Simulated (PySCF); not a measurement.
A PySCF script (with the pyscf-properties extension) for the NMR shieldings of `C=CC1(C=C)CSBO1`, C6H9BOS, on a GFN2-xTB geometry:

```python
import basis_set_exchange as bse
import numpy as np
from pyscf import gto, dft
from pyscf.prop import nmr

atoms = """
C    -1.540928   -0.581602    1.872547
C    -1.159389   -0.872645    0.644561
C    -0.020733   -0.192874   -0.078942
C    -0.581956    0.505081   -1.298920
C    -0.429612    1.786958   -1.566549
C     1.018076   -1.259006   -0.526345
S     2.679079   -0.639952   -0.085368
B     1.939881    0.701868    0.850688
O     0.616196    0.745238    0.768076
H    -1.046073    0.185605    2.443522
H    -2.357989   -1.096655    2.347698
H    -1.653657   -1.636276    0.059789
H    -1.133665   -0.149338   -1.959757
H     0.113960    2.440110   -0.904946
H    -0.845297    2.229926   -2.454932
H     0.987150   -1.431803   -1.600678
H     0.871088   -2.204613   -0.002759
H     2.535109    1.476295    1.480658
"""
names = dict.fromkeys(["C", "S", "B", "O", "H"], "pcSseg-1")
basis = {el: gto.basis.parse(bse.get_basis(n, elements=[el], fmt="nwchem")) for el, n in names.items()}
mol = gto.M(atom=atoms, basis=basis, charge=0, verbose=0)
mf = dft.RKS(mol, xc="PBE0")
mf.grids.level = 2
mf.grids.alignment = dft.numint.BLKSIZE   # the property module wants whole blocks of grid points
mf.conv_tol = 1e-9
mf.kernel()

calc = nmr.RKS(mf)   # GIAO
C = mf.mo_coeff
Co = C[:, mf.mo_occ > 0]
resp = mf.gen_response(singlet=True, hermi=2)
def vind(x):   # induced exchange potential for any number of trial vectors
    d = np.einsum("pi,xij,qj->xpq", C, 2 * x.reshape(-1, C.shape[1], Co.shape[1]), Co, optimize=True)
    return np.einsum("xpq,pi,qj->xij", resp(d - d.transpose(0, 2, 1)), C, Co, optimize=True).ravel()
mo1, _ = nmr.rhf.solve_mo1(calc, with_cphf=vind)
sigma = calc.kernel(mo1)
for i, s in enumerate(sigma):   # ppm
    print("%2d %-2s %9.2f" % (i, mol.atom_pure_symbol(i), np.trace(s) / 3))
```

**Question.** Give the expected output.

**Answer.** 
```
 0 C      68.64
 1 C      39.19
 2 C      90.95
 3 C      38.97
 4 C      68.87
 5 C     141.96
 6 S     502.89
 7 B      57.96
 8 O     131.49
 9 H      25.80
10 H      26.26
11 H      25.58
12 H      25.69
13 H      26.03
14 H      26.28
15 H      28.68
16 H      28.61
17 H      26.38
```

These numbers come from an equivalent density-fitted implementation of the same equations, which agrees with the script to about 0.01 ppm for H and up to a few tenths of a ppm for heavy atoms, so last digits may differ.

Size and cost of the density-fitted run: 205 basis functions, 74 s wall time on 1 thread of an Arm Neoverse N1, shared host; peak memory 0.91 GiB.
